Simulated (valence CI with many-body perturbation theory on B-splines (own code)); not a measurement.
## Level structure of Tl67+

Computed by configuration interaction combined with many-body perturbation theory (CI+MBPT): four valence electrons over a frozen Dirac-Fock core [Ne], radial functions for each j: 11 s, 11 p, 10 d, 8 f, 5 g, 2 h, with the one-electron correlation potential Σ1, the two-electron term Σ2, the three-electron term Σ3, Breit, model QED; selected CI, second order for the rest, scaled by the run's own slope (own B-spline code, finite nucleus).

No measured spectrum was set against this ion. As an estimate, large intervals hold to a few tenths of a per cent, small ones and those within an open d or f shell to about a per cent. Among the levels kept, up to 580 cm⁻¹ of a level comes from second order outside the variational space, and about a tenth of that is noise between levels of different J, which matters for small intervals.

Levels 1 to 45 of 164, with energies above the lowest level, (3s^2 3p1/2^2) J=0. "Leading %" is the weight of the configuration and term that name the level; weights of strongly mixed levels are sums over their largest components and can fall short. In the jj column 3d3/2^4 stands for four electrons in 3d with j = 3/2. Lifetimes count E1, E2, E3, M1 and M2 decay at the calculated energies, and are blank where another channel may lead or the interval is too uncertain; long ones can be off by a factor of two.

```
No.  Configuration  Term  J  E (Ry)  Leading %                    Leading jj  Lifetime
  1        3s2.3p2    3P  0    0.00         68          3s^2 3p1/2^2 (100 %)          
  2        3s2.3p2    3P  1   39.89        100      3s^2 3p1/2 3p3/2 (100 %)   1.01 ns
  3        3s2.3p2    1D  2   40.65         65      3s^2 3p1/2 3p3/2 (100 %)   38.5 ns
  4         3s.3p3   3P°  2   54.32         47       3s 3p1/2^2 3p3/2 (97 %)   27.4 ps
  5         3s.3p3   3D°  1   56.49         26       3s 3p1/2^2 3p3/2 (80 %)    656 fs
  6      3s2.3p.3d   3F°  2   58.03         74       3s^2 3p1/2 3d3/2 (99 %)   73.6 ps
  7      3s2.3p.3d   3D°  1   61.81         42       3s^2 3p1/2 3d3/2 (80 %)   99.1 fs
  8      3s2.3p.3d   3P°  2   68.76         46       3s^2 3p1/2 3d5/2 (98 %)   1.92 ps
  9      3s2.3p.3d   3F°  3   68.89         49       3s^2 3p1/2 3d5/2 (99 %)   2.77 ps
 10      3s.3p2.3d    3D  1   72.82         46       3s 3p1/2^2 3d3/2 (99 %)   13.6 ps
 11      3s.3p2.3d    3D  2   73.44         30       3s 3p1/2^2 3d3/2 (99 %)   14.1 ps
 12        3s2.3p2    3P  2   81.14         64           3s^2 3p3/2^2 (99 %)    224 ps
 13        3s2.3p2    1S  0   82.82         67           3s^2 3p3/2^2 (98 %)    274 ps
 14      3s.3p2.3d    3D  3   83.15         36       3s 3p1/2^2 3d5/2 (99 %)   2.52 ps
 15      3s.3p2.3d    3F  2   84.31         26       3s 3p1/2^2 3d5/2 (98 %)   2.30 ps
 16         3s.3p3   3D°  2   93.37         49       3s 3p1/2 3p3/2^2 (96 %)    890 fs
 17         3s.3p3   3D°  3   94.95         95       3s 3p1/2 3p3/2^2 (95 %)   1.26 ps
 18         3s.3p3   3P°  0   95.83         84       3s 3p1/2 3p3/2^2 (84 %)    713 fs
 19         3s.3p3   1D°  2   97.01         53       3s 3p1/2 3p3/2^2 (69 %)    351 fs
 20         3s.3p3   3P°  1   97.10         31       3s 3p1/2 3p3/2^2 (80 %)    425 fs
 21         3s.3p3   3S°  1   98.07         30       3s 3p1/2 3p3/2^2 (98 %)    142 fs
 22      3s2.3p.3d   3F°  3  101.00         47       3s^2 3p3/2 3d3/2 (95 %)    215 fs
 23      3s2.3p.3d   3P°  1  101.53         44       3s^2 3p3/2 3d3/2 (80 %)    116 fs
 24      3s2.3p.3d   3D°  2  101.53         37       3s^2 3p3/2 3d3/2 (66 %)   92.5 fs
 25      3s2.3p.3d   3P°  0  101.61         84       3s^2 3p3/2 3d3/2 (84 %)    142 fs
 26      3s2.3p.3d   3F°  4  108.11         99       3s^2 3p3/2 3d5/2 (99 %)    553 ps
 27      3s2.3p.3d   3P°  2  108.96         43       3s^2 3p3/2 3d5/2 (97 %)   3.06 ps
 28      3s.3p2.3d    5F  2  110.35         28   3s 3p1/2 3p3/2 3d3/2 (75 %)   1.81 ps
 29      3s2.3p.3d   3D°  3  110.72         64       3s^2 3p3/2 3d5/2 (96 %)   1.09 ps
 30      3s.3p2.3d    5D  0  110.86         76   3s 3p1/2 3p3/2 3d3/2 (95 %)   8.61 ps
 31      3s.3p2.3d    5D  1  111.06         50  3s 3p1/2 3p3/2 3d3/2 (100 %)   7.00 ps
 32      3s.3p2.3d    5F  3  111.53         42   3s 3p1/2 3p3/2 3d3/2 (98 %)   6.42 ps
 33      3s2.3p.3d   1P°  1  111.60         62       3s^2 3p3/2 3d5/2 (97 %)   1.50 ps
 34            3p4    3P  2  112.15         33        3p1/2^2 3p3/2^2 (50 %)    404 fs
 35      3s.3p2.3d    3G  4  112.97         32   3s 3p1/2 3p3/2 3d3/2 (97 %)   22.8 ps
 36            3p4    1S  0  113.29         44        3p1/2^2 3p3/2^2 (69 %)    334 fs
 37      3s.3p2.3d    3F  2  114.09         55   3s 3p1/2 3p3/2 3d3/2 (87 %)    359 fs
 38      3s.3p2.3d    3D  3  114.69         32   3s 3p1/2 3p3/2 3d3/2 (96 %)    202 fs
 39      3s.3p2.3d    3P  1  115.06         30   3s 3p1/2 3p3/2 3d3/2 (98 %)    187 fs
 40      3s.3p2.3d    3D  2  115.33         24   3s 3p1/2 3p3/2 3d3/2 (84 %)    129 fs
 41      3s.3p2.3d    3G  3  115.40         42   3s 3p1/2 3p3/2 3d3/2 (98 %)    186 fs
 42      3s.3p2.3d    3D  1  115.51         47   3s 3p1/2 3p3/2 3d3/2 (98 %)    158 fs
 43      3s.3p2.3d    3F  2  117.67         22   3s 3p1/2 3p3/2 3d3/2 (70 %)    101 fs
 44      3s.3p2.3d    3D  1  117.68         43   3s 3p1/2 3p3/2 3d3/2 (96 %)   91.6 fs
 45      3s.3p2.3d    3P  0  118.01         48   3s 3p1/2 3p3/2 3d3/2 (52 %)    119 fs
```

The ionisation energy to 3s2.3p 2P°_1/2 of the next ion comes out as 8261.3 eV (NIST: 8260 ± 40 eV (theoretical)). All 164 levels together are meant to be complete up to 178.13 Ry.
